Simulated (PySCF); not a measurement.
Effect of structural changes

Theory: PySCF 2.14.0, TDDFT CAM-B3LYP/aug-cc-pVDZ excited states, vertical, gas phase. Geometry: PBE0-D3(BJ)/def2-SVP.

Each molecule in one low-energy conformer.

The calculation is non-relativistic, which matters for the atoms heavier than Zn.

How does the largest two-photon cross section among the few lowest singlets (linear parallel light, single beam, Lorentzian half width 0.1 eV, states within 0.08 eV summed) change along this series?
- BrC1=C/C=C\C=C/C=C\1 (H replaced by Br)
- ClC1=C/C=C\C=C/C=C\1 (H replaced by Cl)
- CC1=C/C=C\C=C/C=C\1 (H replaced by CH3)
- C#CC1=C/C=C\C=C/C=C\1 (H replaced by ethynyl)


| molecule | S1 (eV) | f(S1) | largest σ (GM) | at photon λ (nm) |
| --- | --- | --- | --- | --- |
| BrC1=C/C=C\C=C/C=C\1 | 3.72 | 0.001 | 1.6 | 443 |
| ClC1=C/C=C\C=C/C=C\1 | 3.70 | 0.002 | 2.9 | 440 |
| CC1=C/C=C\C=C/C=C\1 | 3.77 | 0.001 | 2.7 | 460 |
| C#CC1=C/C=C\C=C/C=C\1 | 3.57 | 0.020 | 6.0 | 449 |

The largest two-photon cross section among the few lowest singlets (linear parallel light, single beam, Lorentzian half width 0.1 eV, states within 0.08 eV summed) is lowest for BrC1=C/C=C\C=C/C=C\1 and highest for C#CC1=C/C=C\C=C/C=C\1.
